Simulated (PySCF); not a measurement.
# Beryllium: a sound run and one with changed settings

Sound run: Be⁺ [He] 2s1, Be²⁺ 1s2. All numbers are calculated (PySCF 2.14, the spin-free X2C one-electron Hamiltonian (Gaussian nucleus), in cc-pVTZ-DK). The sound run starts from symmetry-adapted Hartree-Fock orbitals and uses a fine grid where one is needed.

Changed run: initial guess 1e, at most 50 SCF cycles, level shift 10.0 hartree.

```tsv
species	method	sound run (hartree)	changed run (hartree)	converged
Be⁺	UHF	-14.27971	-14.27957	no
Be⁺	B3LYP	-14.34024	-13.31196	no
Be⁺	MN15	-14.33552	-14.00778	no
Be²⁺	UHF	-13.61352	-13.61352	yes
Be²⁺	B3LYP	-13.65597	-13.65597	yes
Be²⁺	MN15	-13.67339	-13.67339	yes
```

A level shift slows the SCF but leaves a converged energy unchanged.
